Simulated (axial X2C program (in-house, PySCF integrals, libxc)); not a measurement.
**Bond lengths and stretching modes, held linear, of NHfO⁺**

Computed with an axial X2C code built on PySCF integrals: two-component X2C with atomic mean-field Coulomb and Gaunt terms, Gaussian nuclei, basis N dyall-av3z, Hf dyall-v3z, O dyall-av3z with contracted cores. Spin-free rows use the one-electron spin-free X2C Hamiltonian.

Masses N 14.003, Hf 179.947, O 15.995 u. States: 2c Ω = 2 (beyond evenly filled blocks: ω = 1/2, ω = 3/2); spin-free M_S = 1, Λ = 1 (beyond evenly filled blocks: σα, π+α, π+β, π-α).

BHandHLYP, spin-free: energies above the lowest point

| r(N–Hf) (Å) | r(Hf–O) (Å) | E (meV) |
| --- | --- | --- |
| 1.9627 | 1.6936 | 100.01 |
| 1.9627 | 1.7370 | 59.71 |
| 1.9627 | 1.7804 | 113.84 |
| 2.0130 | 1.6936 | 31.13 |
| 2.0130 | 1.7370 | 4.33 |
| 2.0130 | 1.7804 | 72.77 |
| 2.0130 | 1.8239 | 217.22 |
| 2.0633 | 1.6936 | 15.25 |
| 2.0633 | 1.7370 | 0.00 |
| 2.0633 | 1.7804 | 80.37 |
| 2.1136 | 1.7370 | 38.05 |
| 2.1136 | 1.8239 | 296.39 |

Task: Fit a quadratic surface with cubic terms in each bond: where is the minimum, and what are the two stretching wavenumbers?

Result: At BHandHLYP, spin-free: bonds 2.047 and 1.723 Å; harmonic stretches 594.9 and 991.3 cm⁻¹; force constants 2.81, 8.54 and coupling 0.88 mdyn/Å.

The other levels and Hamiltonians give:

```csv
Hamiltonian,level,r(N–Hf) (Å),r(Hf–O) (Å),lower stretch (cm⁻¹),upper stretch (cm⁻¹)
2c,BHandHLYP,2.043,1.722,592.3,990.7
```

Each state is one determinant, the lowest of a limited PBE0 search; the stretches come from a fit to these few points and carry an uncertainty of a few per cent. Other orders of the atoms were not compared. Left out for rough or failed fits: PBE0 2c, HF 2c, MP2 2c, PBE0 spin-free, HF spin-free, MP2 spin-free. The molecule was held linear; bending was not examined, so a bent shape may lie lower. Open-shell Ω = 0 determinants with evenly filled partner blocks cannot be reached by this program, so the Ω shown need not be the lowest component. Note: functional without a current term on a determinant with orbital currents, of the molecule or an atom. Note: several unpaired electrons, one determinant need not be a pure state.
